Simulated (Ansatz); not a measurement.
C$_{4}$H$_{12}$BN (`BNC(C)(C)C`), 18 atoms. The species carries charge 0 and has multiplicity 1. All runs use 4 threads of an Arm Neoverse V2 on a shared host. Correlated methods freeze the cores.

(1) How many basis functions does each run have, and how long does it take in Ansatz? RKS ωB97M-V/def2-QZVPP energy; RKS PBE0-D4/def2-SVP energy; RKS r2SCAN-D4/def2-TZVPP energy and forces; RKS PBE0-D4/def2-TZVP relaxation (5 steps); RKS PBE0-D4/def2-QZVPP energy; RHF-CCSD(T)/def2-SVP energy; RKS ωB97M-V/def2-SVP energy; RKS r2SCAN0-D4/def2-TZVPP energy; direct RPA on PBE orbitals/def2-TZVPP energy; RKS ωB97M-V/def2-TZVPP energy and forces; RHF-MP2/def2-TZVPP energy; RKS r2SCANh-D4/def2-TZVPP energy. (An estimate is asked.)

## Answers

(1) Ansatz gave: Other jobs shared the machine, so times are rough.

```json
{"level": "RKS PBE0-D4/def2-SVP", "job": "energy", "functions": "144", "wall time": "1.9 s", "peak host memory (GiB)": "0.83"}
{"level": "RKS ωB97M-V/def2-SVP", "job": "energy", "functions": "144", "wall time": "7.5 s", "peak host memory (GiB)": "0.83"}
{"level": "RHF-MP2/def2-TZVPP", "job": "energy", "functions": "354", "wall time": "8 s", "peak host memory (GiB)": "1.4"}
{"level": "RKS r2SCAN-D4/def2-TZVPP", "job": "energy and forces", "functions": "354", "wall time": "8.5 s", "peak host memory (GiB)": "0.61"}
{"level": "RKS r2SCAN0-D4/def2-TZVPP", "job": "energy", "functions": "354", "wall time": "9 s", "peak host memory (GiB)": "1.1"}
{"level": "RKS r2SCANh-D4/def2-TZVPP", "job": "energy", "functions": "354", "wall time": "9.5 s", "peak host memory (GiB)": "1.1"}
{"level": "direct RPA on PBE orbitals/def2-TZVPP", "job": "energy", "functions": "354", "wall time": "13 s", "peak host memory (GiB)": "1.4"}
{"level": "RKS PBE0-D4/def2-QZVPP", "job": "energy", "functions": "702", "wall time": "18 s", "peak host memory (GiB)": "3.2"}
{"level": "RKS ωB97M-V/def2-TZVPP", "job": "energy and forces", "functions": "354", "wall time": "23 s", "peak host memory (GiB)": "1.8"}
{"level": "RHF-CCSD(T)/def2-SVP", "job": "energy", "functions": "144", "wall time": "26 s", "peak host memory (GiB)": "1.3"}
{"level": "RKS PBE0-D4/def2-TZVP", "job": "relaxation (5 steps)", "functions": "258", "wall time": "33 s", "peak host memory (GiB)": "0.83"}
{"level": "RKS ωB97M-V/def2-QZVPP", "job": "energy", "functions": "702", "wall time": "38 s", "peak host memory (GiB)": "4"}
```
